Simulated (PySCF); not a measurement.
Compound: C3H7BSi.
Geometry (PBE0-D3(BJ)/def2-SVP, Å), atoms numbered from 1 in this order:
```
atom  x, y, z in Å
B1     1.671   -0.267    0.661
C2     0.723   -0.110   -0.502
Si3   -0.655   -1.087    0.525
C4    -0.619    0.503   -0.383
C5    -1.254    1.572   -0.851
H6     1.433    0.270    1.722
H7     2.661   -0.948    0.535
H8     0.971   -0.577   -1.468
H9    -1.177   -2.293   -0.161
H10   -0.666   -1.157    2.004
H11   -2.307    1.754   -0.622
H12   -0.738    2.313   -1.473
```

Method: PBE0-D3(BJ)/def2-SVP geometry optimisation, gas phase in PySCF 2.14.0.

Take the most abundant isotopes and a rigid rotor. The values belong to one conformer with, in the numbering `[BH2:1][C@H:2]1[SiH2:3][C:4]1=[CH2:5]`, H–B1–C2–Si3 -65° and 114°.

(1) Give the principal moments of inertia and the rotational constants in MHz.

(2) Classify the top.

(3) Is it planar, by Δ = Ic − Ia − Ib?

(4) Give the other two planar moments, Paa and Pbb, and the rms extents of the mass along the axes.

(5) Which types of transition are allowed, and where do some lines up to J = 5 fall?

(6) Estimate the classical rotational partition function at 100 K, 200 K and 298.15 K.

## Answers

(1) Ia = 82.62, Ib = 138.43, Ic = 195.01 u·Å²; 505379 MHz·u·Å²/I gives A = 6117, B = 3651, C = 2592 MHz.

(2) An asymmetric top. Ray's parameter κ = (2B − A − C)/(A − C) = -0.399; −1 is the prolate and +1 the oblate limit.

(3) Not planar: Δ = Ic − Ia − Ib = -26.03 u·Å². For a rigid frame Δ = −2 Σ m c², so Σ m c² = 13.02 u·Å² lies off the ab plane: 8.21 from hydrogen and 4.80 from heavier atoms. The atom farthest from that plane is 1.60 Å away.

(4) Paa = Σ m a² = (Ib + Ic − Ia)/2 = 125.41 and Pbb = Σ m b² = (Ia + Ic − Ib)/2 = 69.60 u·Å². With the mass M = 82.04 u, the rms extents √(P/M) along a, b and c are 1.24, 0.92, 0.40 Å.

(5) The dipole components are |μa| = 0.96 D, |μb| = 1.62 D, |μc| = 0.68 D. The squared components, which scale the intensities, stand as 0.35 : 1.00 : 0.18 (a : b : c). Some of the stronger lines:

```json
{"type": "a", "branch": "Q", "J(Ka,Kc)": "4(3,1) ← 4(3,2)", "MHz": "311", "lower level (cm⁻¹)": "3.001"}
{"type": "a", "branch": "Q", "J(Ka,Kc)": "1(1,0) ← 1(1,1)", "MHz": "1059", "lower level (cm⁻¹)": "0.290"}
{"type": "a", "branch": "Q", "J(Ka,Kc)": "3(1,2) ← 3(1,3)", "MHz": "6309", "lower level (cm⁻¹)": "1.238"}
{"type": "a", "branch": "Q", "J(Ka,Kc)": "5(2,3) ← 5(2,4)", "MHz": "6496", "lower level (cm⁻¹)": "3.496"}
{"type": "c", "branch": "Q", "J(Ka,Kc)": "2(2,1) ← 2(1,1)", "MHz": "7399", "lower level (cm⁻¹)": "0.778"}
{"type": "b", "branch": "Q", "J(Ka,Kc)": "4(1,3) ← 4(0,4)", "MHz": "10720", "lower level (cm⁻¹)": "1.971"}
{"type": "b", "branch": "Q", "J(Ka,Kc)": "5(3,2) ← 5(2,3)", "MHz": "11603", "lower level (cm⁻¹)": "3.712"}
{"type": "b", "branch": "Q", "J(Ka,Kc)": "3(2,2) ← 3(1,3)", "MHz": "12320", "lower level (cm⁻¹)": "1.238"}
{"type": "a", "branch": "Q", "J(Ka,Kc)": "5(1,4) ← 5(1,5)", "MHz": "14748", "lower level (cm⁻¹)": "2.911"}
{"type": "c", "branch": "R", "J(Ka,Kc)": "2(1,1) ← 1(0,1)", "MHz": "17070", "lower level (cm⁻¹)": "0.208"}
{"type": "b", "branch": "Q", "J(Ka,Kc)": "5(2,4) ← 5(1,5)", "MHz": "17529", "lower level (cm⁻¹)": "2.911"}
{"type": "a", "branch": "R", "J(Ka,Kc)": "3(2,2) ← 2(2,1)", "MHz": "18727", "lower level (cm⁻¹)": "1.024"}
{"type": "b", "branch": "Q", "J(Ka,Kc)": "5(4,1) ← 5(3,2)", "MHz": "19556", "lower level (cm⁻¹)": "4.099"}
{"type": "a", "branch": "R", "J(Ka,Kc)": "3(1,2) ← 2(1,1)", "MHz": "20115", "lower level (cm⁻¹)": "0.778"}
{"type": "b", "branch": "Q", "J(Ka,Kc)": "4(4,1) ← 4(3,2)", "MHz": "20597", "lower level (cm⁻¹)": "3.001"}
{"type": "b", "branch": "Q", "J(Ka,Kc)": "5(4,2) ← 5(3,3)", "MHz": "20640", "lower level (cm⁻¹)": "4.061"}
{"type": "b", "branch": "R", "J(Ka,Kc)": "2(2,1) ← 1(1,0)", "MHz": "20943", "lower level (cm⁻¹)": "0.326"}
{"type": "a", "branch": "R", "J(Ka,Kc)": "4(1,4) ← 3(1,3)", "MHz": "22413", "lower level (cm⁻¹)": "1.238"}
{"type": "b", "branch": "Q", "J(Ka,Kc)": "5(5,0) ← 5(4,1)", "MHz": "26349", "lower level (cm⁻¹)": "4.752"}
{"type": "b", "branch": "R", "J(Ka,Kc)": "5(1,5) ← 4(0,4)", "MHz": "28173", "lower level (cm⁻¹)": "1.971"}
{"type": "c", "branch": "R", "J(Ka,Kc)": "3(2,2) ← 2(1,2)", "MHz": "29304", "lower level (cm⁻¹)": "0.672"}
{"type": "c", "branch": "R", "J(Ka,Kc)": "3(3,0) ← 2(2,0)", "MHz": "33632", "lower level (cm⁻¹)": "1.034"}
{"type": "c", "branch": "R", "J(Ka,Kc)": "3(3,1) ← 2(2,1)", "MHz": "33861", "lower level (cm⁻¹)": "1.024"}
{"type": "c", "branch": "R", "J(Ka,Kc)": "5(1,4) ← 4(0,4)", "MHz": "42921", "lower level (cm⁻¹)": "1.971"}
{"type": "b", "branch": "R", "J(Ka,Kc)": "4(4,1) ← 3(3,0)", "MHz": "45957", "lower level (cm⁻¹)": "2.155"}
{"type": "c", "branch": "R", "J(Ka,Kc)": "5(4,1) ← 4(3,1)", "MHz": "52160", "lower level (cm⁻¹)": "3.012"}
{"type": "c", "branch": "R", "J(Ka,Kc)": "5(4,2) ← 4(3,2)", "MHz": "52415", "lower level (cm⁻¹)": "3.001"}
{"type": "c", "branch": "R", "J(Ka,Kc)": "5(5,1) ← 4(4,1)", "MHz": "58223", "lower level (cm⁻¹)": "3.688"}
```

(6) Point group C1, symmetry number σ = 1; q = (√π/σ)·√((kT/h)³/(ABC)), k/h = 20836.6 MHz/K: 22200 at 100 K, 62700 at 200 K, 114000 at 298.15 K.

No PBE0-D3(BJ)/def2-SVP frequencies stand behind this structure, so it isn't proved a minimum. No vibrational averaging or centrifugal distortion is included, and the geometry carries the error of its method. Quadrupole hyperfine structure (11B) is left out.
